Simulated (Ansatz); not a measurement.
The cluster Si₄Te₃⁺, relaxed as a doublet with UKS PBE-D4/def2-SVP in Ansatz, starting from the GFN1-xTB geometry. Force threshold 0.03 eV/Å.

In the def2 sets Te takes a core potential; there is no spin–orbit coupling. The relaxation made no stability test and no search for a lower SCF solution. Another isomer (doublet) lies 0.20 eV lower at PBE0-D4/def2-TZVP; other spin states weren't run for this one.

Start:

Cartesian coordinates in Å:
```
Si 0.541 1.948 -0.491
Si 1.029 0.847 1.599
Si -0.620 0.070 -1.475
Si -0.038 -1.239 1.009
Te -1.295 -2.309 -0.911
Te 1.991 -0.355 -0.655
Te -1.608 1.038 0.924
```

| step | energy (eV) | largest force component (eV/Å) | SCF passes |
| --- | --- | --- | --- |
| 1 | -53358.5280 | 1.430 | 25 |
| 2 | -53358.7274 | 0.723 | 35 |
| 3 | -53358.9216 | 0.584 | 32 |
| 4 | -53358.9564 | 0.430 | 34 |
| 5 (rejected) | -53358.9368 | 0.325 | 29 |
| 6 | -53358.9836 | 0.051 | 29 |
| 7 | -53358.9841 | 0.019 | 27 |
| 8 | -53358.9842 | 0.006 | 19 |
| 9 | -53358.9843 | 0.014 | 21 |
| 10 | -53358.9843 | 0.004 | 21 |
| 11 | -53358.9843 | 0.004 | 19 |
| 12 | -53358.9845 | 0.022 | 27 |
| 13 | -53358.9850 | 0.037 | 26 |
| 14 | -53358.9863 | 0.064 | 26 |
| 15 | -53358.9909 | 0.120 | 30 |
| 16 | -53359.0152 | 0.273 | 31 |
| 17 | -53359.1534 | 0.502 | 32 |
| 18 | -53359.3558 | 0.303 | 29 |
| 19 | -53359.4696 | 0.381 | 30 |
| 20 (rejected) | -53359.4150 | 0.552 | 29 |
| 21 | -53359.5041 | 0.238 | 30 |
| 22 | -53359.5213 | 0.128 | 26 |
| 23 | -53359.5317 | 0.096 | 29 |
| 24 | -53359.5352 | 0.027 | 25 |

Force components are those of the run's own axes.

End:

```xyz
7

Si    0.9591    2.4345    0.0066
Si    1.0886    0.7682    1.7853
Si   -0.8725   -0.3269   -1.6976
Si   -0.1248   -1.3635    0.9526
Te   -1.3769   -2.7230   -0.7053
Te    1.7552   -0.0170   -0.8696
Te   -1.4288    1.2277    0.5281
```

Bonds lost: Si1–Si3 (atoms count from 1).

The force fell under the threshold at step 7, but the optimiser went on and released 0.551 eV more. No frequencies were taken in this run, so the end may be a saddle point.

Run time 93 s (4 threads of Arm Neoverse V2 on a shared host).
